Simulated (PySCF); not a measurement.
# Shapes and spin states of IIrN

Computed with PBE0/[Ir def2-SVP with ECP60, N def2-SVP, I def2-SVP with ECP28], scalar-relativistic core potentials, density fitting, no spin–orbit coupling, PySCF.

Relaxations began from a few typed shapes and spin states; open shells are unrestricted. The search is not exhaustive: other isomers or separated fragments can lie lower, and high-lying points may rest on an excited occupation.

**Question.** Order these stationary points by electronic energy, lowest first, in kJ/mol from the lowest minimum.
A. sextet C∞v: Ir–I 2.653 Å, Ir–N 1.850 Å; I–Ir–N 180.0°
B. quartet C∞v: Ir–I 2.646 Å, Ir–N 1.703 Å; I–Ir–N 180.0°
C. doublet Cs: Ir–I 2.554 Å, Ir–N 1.614 Å; I–Ir–N 127.7°
D. sextet Cs: Ir–I 2.610 Å, Ir–N 1.848 Å; I–Ir–N 136.3°

**Answer.** C (0.0), B (156.3), D (277.7), A (309.3).

**Question.** Which of them are minima?

**Answer.** By energy in kJ/mol, 0.0: minimum; 156.3: saddle point, 1 imaginary mode; 277.7: minimum; 309.3: saddle point, 2 imaginary modes.

Formally Ir is in oxidation state +4, d5, with 1 unpaired electron (the high-spin count would be 5). The Mulliken spin on Ir is 0.63. The polar-tensor charge on Ir, 0.73, is far below the formal one.

For the lowest minimum: open d and f shells are described by one determinant, and the ground state may have another occupation or spin. No spin–orbit coupling is included, which matters more the heavier the element.

The electron or spin density has lower symmetry than the nuclear frame for the quartet C∞v at 156.3 kJ/mol, sextet C∞v at 309.3 kJ/mol.
